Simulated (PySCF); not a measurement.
H2O3Ti, SMILES [O]=[Ti]([OH])[OH], multiplicity 1.

Geometry: PBE0-D3(BJ)/def2-SVP. The multiplicity is an assumed one; other spin states were not compared. Other conformers were not sampled.

Level of theory: PBE/def2-TZVPD run with PySCF.

Symmetry labels are those of the subgroup Cs that the program uses (full group Cs).

### Question
List the valence orbital energies around the gap with their symmetry. (Estimate from the structure and the level; the computed values follow.)

### Answer

| orbital | symmetry | energy (eV) |
|---|---|---|
| HOMO−7 | A' | -11.95 |
| HOMO−6 | A' | -8.78 |
| HOMO−5 | A" | -8.27 |
| HOMO−4 | A' | -8.25 |
| HOMO−3 | A' | -7.75 |
| HOMO−2 | A" | -7.59 |
| HOMO−1 | A" | -7.54 |
| HOMO | A' | -7.51 |
| LUMO | A' | -3.47 |
| LUMO+1 | A" | -2.50 |
| LUMO+2 | A' | -1.71 |
| LUMO+3 | A' | -0.73 |
